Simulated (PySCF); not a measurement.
C₇H₁₁O (doublet state).
Z-matrix (Å and degrees, GFN2-xTB geometry), rows numbered from 1:
```
C 
C   1  1.3209
C   2  1.4888  1  124.59
C   3  1.5628  2  111.30  1   116.26
C   4  1.4754  3  112.24  2   -71.08
C   5  1.4787  4  109.78  3  -111.72
C   6  1.5377  5  101.73  4     7.08
O   7  1.4147  6  106.63  5   -21.49
H   1  1.0768  2  122.07  3  -179.82
H   1  1.0780  2  121.64  3     0.74
H   2  1.0828  1  120.23  3   179.14
H   3  1.0907  2  110.71  1    -5.06
H   3  1.0924  2  110.21  1  -125.57
H   4  1.1005  3  107.12  2    54.17
H   5  1.0698  4  124.16  3    62.07
H   6  1.0939  5  113.37  4   128.00
H   6  1.0986  5  111.35  4  -111.39
H   7  1.1000  6  110.39  5    97.97
H   7  1.0911  6  113.64  5  -139.62
```

The hyperfine couplings belong to this conformer and change with its torsions.

As a line formula: `[CH]1[C@@H](CC=C)OCC1` [radical].

The calculation used PySCF, UKS B3LYP, pcH-1 on C H O, non-relativistic, mean-field spin-orbit, GIAO. The structure is a single GFN2-xTB conformer in the gas phase; no vibrational or solvent corrections. A GFN2-xTB geometry isn't a minimum of the functional, and hyperfine couplings can be far from their values at a DFT geometry. The SCF solution wasn't tested for stability.

The Mulliken spin populations are largest on C5 (+1.02), C6 (-0.09) and C4 (-0.08). No atom but C5 exceeds +0.15. The positive populations add up to 1.21 and the negative ones to -0.21, together 2S = 1. The angles at C5 add up to 359.7°, so it is planar; its axial dipolar tensor and the negative coupling of its proton fit spin in a p orbital normal to that plane.

McConnell's relation a(H) = Q·ρ ties the coupling of a proton on a planar π carbon to the spin population of that carbon. What Q do the computed values give?

| H | C | ρ(C) | a(H) (G) | a/ρ (G) |
| --- | --- | --- | --- | --- |
| H15 | C5 | +1.020 | -22.67 | -22.2 |

One proton gives one ratio, Q = -22.2 G, and no test of linearity.

List the C–H protons on four-coordinate carbons next to a three-coordinate spin centre, with their couplings and θ (C–H bond against the normal to the plane of the centre's neighbours, projected along the bond that joins the two).

| β H | on | centre | θ (°) | cos²θ | a (G) |
| --- | --- | --- | --- | --- | --- |
| H14 | C4 | C5 | 34 | 0.68 | +30.48 |
| H16 | C6 | C5 | 40 | 0.58 | +30.40 |
| H17 | C6 | C5 | 19 | 0.89 | +51.00 |

Fitting the Heller–McConnell form a = ρ(B0 + B2 cos²θ), with Mulliken ρ = 1.02, gives B0 = -13.2 G and B2 = 69.3 G, with a largest miss of 4.2 G. By this fit the coupling would be 57.1 G at θ = 0° and -13.5 G at 90°.

Couplings in gauss use g_iso = 2.0026.

On an Intel Xeon Platinum 8488C with one thread, shared host, this took 79 s of wall time (with the writing of density and orbital grids) and 1.0 GiB of memory at its peak.
